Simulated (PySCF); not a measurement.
An unknown is described by computed data only.

Elements present: C, H and N. Monoisotopic mass: 130.0531 u.

| Item | Value |
| --- | --- |
| Polarisability | 104.4 au [PBE0/def2-SVPD] |
| 1H NMR | chemical shifts (computed TMS as zero) by class: 6.93 (2 H), 6.49 (2 H), 3.46 (2 H) ppm [GIAO PBE0/pcSseg-1] |
| UV, first state | lowest singlet excitation: 5.66 eV (219 nm, f = 0.137) [TDDFT PBE0/def2-SVPD] |
| Triplet | lowest triplet excitation (Tamm–Dancoff): 3.92 eV [TDA PBE0/def2-SVPD] |
| 13C NMR | chemical shifts (computed TMS as zero) by class: 128.2 (2 C), 118.7 (1 C), 117.7 (2 C), 84.4 (1 C), 62.0 (1 C), 8.9 (1 C) ppm [GIAO PBE0/pcSseg-1] |
| Rotational structure | rotational constants A, B, C: 4.820, 0.551, 0.514 GHz [GFN2-xTB] |
| Dipole | 3.58 D [PBE0/def2-SVPD] |
| NMR, other nuclei | isotropic shieldings of nuclei other than C and H, by class: -34 (1 N), 102 (1 N) ppm [GIAO PBE0/pcSseg-1] |
| UV, strongest line | among the 6 lowest singlet transitions: S3 at 5.82 eV (213 nm, f = 0.197) [TDDFT PBE0/def2-SVPD] |

Electronic properties: PySCF, gas phase, density fitting. Levels stand in brackets. NMR shifts are as computed; neighbouring signals can stand in another order in a measured spectrum. Isolated species at its GFN2-xTB geometry, gas phase. NMR classes are plain means over equivalent atoms (diastereotopic ones count apart unless rotation or inversion swaps them), as if these changed places fast.

Question: Which formula fits the mass and the elements?

Answer: C8H6N2 (calculated 130.0531). No other formula that holds each of these elements comes within 0.0003 u with a fitting electron parity and a possible valence count.

Question: Propose a structure and show how it fits.

Answer: Numbering: `[N:1]#[C:2][CH2:3][C:4]#[C:5][n:6]1[cH:7][cH:8][cH:9][cH:10]1`. Its formula, C8H6N2, gives 7 degrees of unsaturation: 1 ring and 6 π bonds in the structure found (Kekulé form). 8 carbons fall into 6 classes; from least to most shielded: aromatic CH next to a ring nitrogen [C7/C10] (128.2 ppm, 2 C), nitrile carbon [C2] (118.7 ppm), aromatic CH carbon [C8/C9] (117.7 ppm, 2 C), alkyne carbon [C5] (84.4 ppm), alkyne carbon [C4] (62.0 ppm), sp3 carbon next to a nitrile [C3] (8.9 ppm). Hydrogen classes from least to most shielded: 2 H on 2 like atoms (aromatic CH next to a ring nitrogen), C7/C10 (6.93 ppm), 2 H on 2 aromatic CH carbons, C8/C9 (6.49 ppm), 2 H on an sp3 carbon next to a nitrile, C3 (3.46 ppm). The other shieldings belong to: -34 ppm, nitrile nitrogen [N1]; 102 ppm, pyrrole-type nitrogen [N6]. The optimised geometry has point group C1 and is an asymmetric top. Structure: `N#CCC#CN1C=CC=C1`. Computed isomers that give other values at the same levels: `c1ccc2cnncc2c1` (13C chemical shifts (computed TMS as zero) by class: 154.4 (2 C), 136.9 (2 C), 132.0 (2 C), 129.8 (2 C) ppm); `c1cnc2ccncc2c1` (lowest singlet excitation: 4.08 eV (304 nm, f = 0.000)); `c1cnc2ncccc2c1` (13C chemical shifts (computed TMS as zero) by class: 160.0 (1 C), 158.8 (2 C), 143.1 (2 C), 126.5 (1 C), 126.5 (2 C) ppm). The assignments are read from this structure; whether some other isomer fits the data as well wasn't checked.
